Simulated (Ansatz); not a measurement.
`[NH2][Y]([Cl])[Cl]` + H₂O → `[OH][Y]([Cl])[Cl]` + NH₃ at 400 K and 1 bar (formal hydrolysis of a Y–N bond).

Program: Ansatz. Geometries: PBE0-D4/def2-TZVP. ΔE: electronic, gas phase. CCSD(T)/CBS adds triple-zeta CCSD(T) − MP2 to the extrapolated MP2 energy (def2 sets, frozen cores). This one scheme is used for every species. Elements past krypton have def2 core potentials. For Y outer-core shells are correlated without core-valence functions, which leaves a few kJ/mol of doubt a bond. Each species was taken in one conformer, which may not be the lowest.

| species | CCSD(T)/CBS energy (Eh) | H − E (kJ/mol) | S (J/(mol·K)) |
| --- | --- | --- | --- |
| `[NH2][Y]([Cl])[Cl]` | -1013.93151 | 99.5 | 390.0 |
| H₂O | -76.37941 | 69.8 | 198.6 |
| `[OH][Y]([Cl])[Cl]` | -1033.83051 | 67.1 | 385.3 |
| NH₃ | -56.50880 | 104.2 | 203.1 |

H − E and S are ideal-gas, rigid-rotor, harmonic terms from PBE0-D4/def2-TZVP, for one conformer and one mirror image of each species. 1 Eh = 2625.50 kJ/mol, R = 8.31446 J/(mol·K).

Task: By hand: ΔE, ΔH, ΔS and ΔG.

Result: ΔE = (-1033.83051) + (-56.50880) − (-1013.93151) − (-76.37941) = -0.02839 Eh = -74.5 kJ/mol. Δ(H − E) = 67.1 + 104.2 − 99.5 − 69.8 = 2.0, so ΔH = -72.5 kJ/mol. ΔS = 385.3 + 203.1 − 390.0 − 198.6 = -0.2 J/(mol·K). ΔG = -72.5 − 400 × (-0.2)/1000 = -72.4 kJ/mol.

Task: By hand: the equilibrium constant, and the temperature at which ΔG would vanish if ΔH and ΔS stayed fixed.

Result: log₁₀ K = −ΔG/(RT ln 10) = 9.5. ΔG = 0 at ΔH/ΔS = 362500 K, far beyond where these terms or the molecules hold.

The number of gas molecules stays the same, so ΔS is small and ΔH decides. A doubt of 5 kJ/mol in ΔE shifts log₁₀ K by 0.7 here. Other conformers and mirror images would add mixing entropy, several J/(mol·K) or more a flexible species. Modes under 60 cm⁻¹, often nearly free rotors, make the harmonic entropy too high. These are equilibria of isolated gas molecules and say nothing of rates. Largest T1 diagnostic: 0.012 (customary marks: 0.02 for closed shells, 0.045 for open ones).
